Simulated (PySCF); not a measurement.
# A small calculation by hand: oscillator strength and radiative lifetime

dimethoxyethane (C4H10O2), SMILES C(OC)COC.

The structure is a stationary point at PBE-D3(BJ)/def2-SVP. One conformer was computed; it need not be the lowest.

TDA-PBE/def2-SVPD run with PySCF puts the first singlet state with f over 0.02 at 6.17 eV (vertical), with the transition dipole (0.000, 0.000, -0.459) in atomic units.

Question: Find the oscillator strength, the wavelength and the radiative lifetime that this transition would have in vacuum if emission retraced absorption.

Answer: 
|μ|² = 0.2107 au, so |μ| = 1.17 D. ΔE = 6.17/27.211 = 0.2267 hartree. f = (2/3) ΔE |μ|² = 0.032 (the program prints 0.032).
λ = 1239.84/6.17 = 201 nm; ν = 49764 cm⁻¹.
Einstein's coefficient A = 0.6670 ν² f s⁻¹ (ν in cm⁻¹) = 5.3e7 s⁻¹, so τ = 1/A = 19 ns. This state is S3; the lower singlets have f = 0.016, 0.003. The figure is the radiative limit of this one transition; relaxation, internal conversion, crossing to triplets and a medium change what is measured.
